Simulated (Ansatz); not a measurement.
Basis sets compared for [VS4]3- (VS4³⁻). The state is a singlet with charge -3. Geometry r2SCAN-D4/def2-SVPD. Ansatz on 4 threads of Intel Xeon on a shared host; times are rough, and most runs start from earlier orbitals.

```xyz
5

V     0.000    0.000    0.000
S    -0.026   -0.830   -2.035
S    -1.976    0.840    0.476
S     1.519    1.585    0.125
S     0.483   -1.595    1.435
```

A multiply charged anion in the gas phase is held together partly by the finite basis. The restricted singlet is unstable towards broken spin symmetry in Hartree–Fock (as tested in another run); at PBE-D4/def2-SVPD, PBE0-D4/def2-SVPD, PBE0-D4/def2-TZVPD this wasn't settled. At PBE-D4/def2-SVPD, PBE-D4/def2-TZVPD, PBE0-D4/def2-SVPD, PBE0-D4/def2-TZVPD the highest occupied level of the charge -3 singlet lies above zero (up to 7.06 eV). The electron is either unbound and held by the finite basis, or the level is raised by self-interaction error.

```json
{"level": "PBE-D4/def2-SVPD", "functions": "142", "energy (Eh)": "-2535.3084", "HOMO (eV)": "7.06", "LUMO (eV)": "8.45", "wall time": "7.5 s"}
{"level": "PBE0-D4/def2-SVPD", "functions": "142", "energy (Eh)": "-2535.3850", "HOMO (eV)": "6.19", "LUMO (eV)": "8.87", "wall time": "10 s"}
```

Estimate the rows for PBE-D4/def2-TZVPD (with forces), PBE0-D4/def2-TZVPD.


| level | functions | energy (Eh) | HOMO (eV) | LUMO (eV) | wall time |
| --- | --- | --- | --- | --- | --- |
| PBE-D4/def2-TZVPD (with forces) | 232 | -2535.9595 | 6.90 | 7.76 | 9 s |
| PBE0-D4/def2-TZVPD | 232 | -2536.0305 | 6.09 | 8.16 | 13 s |
